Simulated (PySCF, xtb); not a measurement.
difluoromethyl(fluoro)silane (CH3F3Si), SMILES F[SiH2]C(F)F.

GFN2-xTB (xtb 6.7.1) at its own geometry gives an orbital gap of 5.43 eV and a dipole moment of 4.03 D.

Geometry optimised at PBE-D3(BJ)/def2-SVP. Other conformers were not sampled.

### Question
What does PBE/def2-TZVP (PySCF) give? (Estimate from the structure and the level; the computed values follow.)

### Answer
gap 5.90 eV (levels -7.33 and -1.42 eV), dipole 2.57 D.
